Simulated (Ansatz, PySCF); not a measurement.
Gas-phase reaction (SMILES): Cl[SiH2][SiH2]Cl -> Cl[SiH][SiH2]Cl + H atom; the H-Si bond at the site shown breaks (other sites are not compared here).

Each molecule is optimised on its own at B3LYP-D3(BJ)/def2-TZVP (Ansatz, a program for electronic structure), one conformer each, not searched for the lowest. Cores are frozen in the correlated levels unless marked. Open shells are spin-unrestricted. No spin-orbit coupling. Non-relativistic. CBS marks a two-point X^-3 extrapolation of the correlation energy; Hartree-Fock from the larger set. Thermal terms are rigid-rotor harmonic-oscillator values from B3LYP-D3(BJ) frequencies (PySCF) at 298.15 K and 1 atm. 1 Eh = 627.5095 kcal/mol. Atoms have translation alone.

| species | E, CCSD(T)/CBS(aug-cc-pV(T+d)Z,aug-cc-pV(Q+d)Z) (Ansatz) (Eh) | E, wB97M-V/def2-TZVPD (Ansatz) (Eh) | H - E (Eh) |
|---|---|---|---|
| Cl[SiH2][SiH2]Cl | -1500.19694 | -1501.83419 | 0.04543 |
| Cl[SiH][SiH2]Cl | -1499.54779 | -1501.19166 | 0.03611 |
| H atom | -0.49995 | -0.49411 | 0.00236 |

Work out ΔE and ΔH at 298.15 K at the first level, then ΔH at the second.


1. ΔE = [(-1499.54779) + (-0.49995)] - [(-1500.19694)] = 0.14920 Eh = 93.6 kcal/mol at CCSD(T)/CBS(aug-cc-pV(T+d)Z,aug-cc-pV(Q+d)Z).
2. The terms H - E add up to -0.00696 Eh, so ΔH = (0.14920 + (-0.00696))×627.5095 = 89.3 kcal/mol.
3. At wB97M-V/def2-TZVPD the same steps give ΔE = 93.1 and ΔH = 88.8 kcal/mol, a shift of -0.5 from the first level.
4. These values are not checked against measurement here, since the tables used lack a sound gas-phase enthalpy of formation for at least one species.
